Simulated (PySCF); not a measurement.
Silver: a sound run and one with changed settings

Sound run: Ag⁺ [Kr] 4d10, Ag²⁺ [Kr] 4d9. All numbers are calculated (PySCF 2.14, a scalar-relativistic core potential, in cc-pVTZ-PP with ECP28MDF (5s5p4d2f1g, 63 functions)). In the sound run the correlated levels freeze 4s2 4p6 outside the core potential. The sound run starts from symmetry-adapted Hartree-Fock orbitals and uses a fine grid where one is needed.

Changed run: initial guess atom, at most 8 SCF cycles. This setting is unsound on purpose.

| species | method | sound run (hartree) | changed run (hartree) | converged |
| --- | --- | --- | --- | --- |
| Ag⁺ | UHF | -145.82166 | -145.82166 | yes |
| Ag⁺ | BP86 | -146.72684 | -146.72684 | yes |
| Ag⁺ | MN15 | -146.33274 | -146.33274 | yes |
| Ag⁺ | MP2 | -146.18204 | -146.18204 | yes |
| Ag²⁺ | UHF | -145.09863 | -145.09863 | no |
| Ag²⁺ | BP86 | -145.92428 | -145.92356 | no |
| Ag²⁺ | MN15 | -145.52988 | -145.53006 | no |

The SCF was stopped early; the energies are upper bounds that still move, and correlated levels were skipped or rest on poor orbitals.
